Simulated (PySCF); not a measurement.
This PySCF input asks for the NMR shieldings of SMILES C=C[B@@-](C)(C[SiH3])[N+]#CC, C6H14BNSi; the geometry comes from GFN2-xTB.

```python
import basis_set_exchange as bse
import numpy as np
from pyscf import gto, dft
from pyscf.prop import nmr

atoms = """
C    -1.731055   -2.596932   -0.470683
C    -1.054544   -1.529680   -0.858996
B    -0.125294   -0.599416    0.077470
C    -0.376169   -0.756311    1.680363
C     1.453629   -0.765241   -0.365648
Si    2.718301    0.317218    0.527130
N    -0.523983    0.781448   -0.263566
C    -0.872309    1.840277   -0.544169
C    -1.310029    3.156098   -0.890114
H    -1.747788   -2.912289    0.559614
H    -2.296634   -3.214414   -1.155161
H    -1.082867   -1.278426   -1.917375
H     0.156125    0.006337    2.245689
H    -1.430743   -0.685400    1.940246
H    -0.017567   -1.722291    2.024141
H     1.544567   -0.594084   -1.441971
H     1.726137   -1.810993   -0.212726
H     4.030038    0.229622   -0.131994
H     2.894654   -0.059303    1.931880
H     2.308252    1.734551    0.485635
H    -2.212675    3.096862   -1.498998
H    -1.525608    3.722492    0.016097
H    -0.529188    3.666860   -1.453849
"""
names = dict.fromkeys(["C", "B", "Si", "N", "H"], "pcSseg-1")
basis = {el: gto.basis.parse(bse.get_basis(n, elements=[el], fmt="nwchem")) for el, n in names.items()}
mol = gto.M(atom=atoms, basis=basis, charge=0, verbose=0)
mf = dft.RKS(mol, xc="PBE0")
mf.grids.level = 2
mf.grids.alignment = dft.numint.BLKSIZE   # the property module wants whole blocks of grid points
mf.conv_tol = 1e-9
mf.kernel()

calc = nmr.RKS(mf)   # GIAO
C = mf.mo_coeff
Co = C[:, mf.mo_occ > 0]
resp = mf.gen_response(singlet=True, hermi=2)
def vind(x):   # induced exchange potential for any number of trial vectors
    d = np.einsum("pi,xij,qj->xpq", C, 2 * x.reshape(-1, C.shape[1], Co.shape[1]), Co, optimize=True)
    return np.einsum("xpq,pi,qj->xij", resp(d - d.transpose(0, 2, 1)), C, Co, optimize=True).ravel()
mo1, _ = nmr.rhf.solve_mo1(calc, with_cphf=vind)
sigma = calc.kernel(mo1)
for i, s in enumerate(sigma):   # ppm
    w = np.linalg.eigvalsh((s + s.T) / 2)
    print("%2d %-2s iso %8.1f  s11 %8.1f  s22 %8.1f  s33 %8.1f" % (i, mol.atom_pure_symbol(i), w.mean(), *w))
```

Task: What does it print?

Result: 
```
 0 C  iso     62.6  s11    -53.1  s22     76.3  s33    164.6
 1 C  iso     24.4  s11   -107.6  s22     25.0  s33    155.9
 2 B  iso    126.1  s11    120.6  s22    124.9  s33    133.0
 3 C  iso    179.9  s11    172.6  s22    180.3  s33    186.9
 4 C  iso    182.1  s11    168.8  s22    183.7  s33    193.9
 5 Si iso    428.5  s11    400.9  s22    407.8  s33    476.7
 6 N  iso     28.5  s11   -132.5  s22   -122.0  s33    339.8
 7 C  iso     68.6  s11    -18.1  s22    -17.1  s33    241.1
 8 C  iso    185.2  s11    177.1  s22    177.4  s33    200.9
 9 H  iso     26.3  s11     22.9  s22     24.6  s33     31.4
10 H  iso     26.1  s11     23.1  s22     24.9  s33     30.3
11 H  iso     25.3  s11     20.6  s22     26.1  s33     29.1
12 H  iso     31.8  s11     27.8  s22     31.2  s33     36.5
13 H  iso     31.7  s11     28.4  s22     28.9  s33     37.9
14 H  iso     31.6  s11     28.1  s22     28.7  s33     38.1
15 H  iso     32.0  s11     27.4  s22     30.5  s33     38.1
16 H  iso     32.0  s11     27.4  s22     30.1  s33     38.6
17 H  iso     27.8  s11     24.2  s22     25.2  s33     34.1
18 H  iso     27.8  s11     24.0  s22     26.6  s33     32.9
19 H  iso     28.1  s11     24.4  s22     27.8  s33     32.1
20 H  iso     29.3  s11     24.1  s22     27.2  s33     36.7
21 H  iso     29.3  s11     24.2  s22     27.3  s33     36.4
22 H  iso     29.3  s11     24.1  s22     27.5  s33     36.2
```

These numbers come from an equivalent density-fitted implementation of the same equations, which agrees with the script to about 0.01 ppm for H and up to a few tenths of a ppm for heavy atoms, so last digits may differ.

Size and cost of the density-fitted run: 230 basis functions, 95 s wall time on 1 thread of an Arm Neoverse N1, shared host; peak memory 1.1 GiB.
